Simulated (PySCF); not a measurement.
Cl2HOZr, charge +1, multiplicity 1. Atoms are numbered in the order given.

```xyz
5

Zr    -0.3342    -0.2962     0.0000
Cl     0.2378     0.8849    -1.8759
Cl     0.2378     0.8849     1.8759
O      0.5204    -1.9416     0.0000
H      1.1205    -2.7056     0.0000
```
Charge +1, spin multiplicity 1.

Geometry optimised at B3LYP-D3(BJ)/def2-SVP. The spin state was assumed, not searched. The isomer is the one that the SMILES or the coordinates give; other isomers of the formula were not compared. The def2 effective core potentials stand for the cores of Zr; spin–orbit coupling is left out. Other conformers were not sampled.

Level of theory: PySCF with ωB97X/def2-TZVPD.

Mulliken values depend strongly on the basis, most of all with diffuse functions as here. ESP charges are fitted to the potential on shells at 1.4 to 2.0 van der Waals radii. Atomic charges (e):

```
atom  Mulliken  ESP fit
----  --------  -------
Zr1       1.94     1.82
Cl2      -0.33    -0.24
Cl3      -0.33    -0.24
O4       -0.65    -0.91
H5        0.36     0.58
```
